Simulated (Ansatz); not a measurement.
H4P, charge +1, singlet, geometry from GFN2-xTB; B3LYP/def2-TZVP run with Ansatz (a quantum-chemistry and plane-wave program).

Ansatz was given this input:
Ansatz 0.2 input:
```yaml
crystal:
  periodic: [false, false, false]
  atoms:
    - {symbol: P, position_ang: [-0.00000000, -0.00000000, -0.00000000]}
    - {symbol: H, position_ang: [-0.00987336, 1.28259337, -0.49515063]}
    - {symbol: H, position_ang: [1.12686123, -0.65279636, -0.44086058]}
    - {symbol: H, position_ang: [-1.11826107, -0.66909633, -0.43831456]}
    - {symbol: H, position_ang: [0.00127320, 0.03929932, 1.37432577]}
basis:
  gaussian:
    orbitals: def2-TZVP
hamiltonian:
  xc: b3lyp
total_charge: 1
accuracy: high
```

It wrote (shortened):

```
Functional definition: B3LYP
1143 factors; integrals over basis functions are off by at most 2.9e-9 eV
mean field evaluation 1: about -9345.4168 eV, gradient 2.1e1 eV
mean field evaluation 2: about -9346.0464 eV, gradient 1.7e1 eV
mean field evaluation 4: about -9346.6586 eV, gradient 8.1e-1 eV
mean field evaluation 8: about -9346.6584 eV, gradient 9.8e-3 eV
mean field evaluation 16: about -9346.6584 eV, gradient 5.4e-8 eV
mean field -9346.65837288 eV, -343.4833598109 hartree, gradient 5.4e-8 eV, S^2 0.000000; 0 other end points of the search recorded, 0 dependent functions left out
reference -9346.65840566 eV, -343.4833610153 hartree; 9, 9 occupied and 52, 52 virtual orbitals, 1143 factors
Total energy: -9346.65840566 eV, -343.4833610153 hartree
```
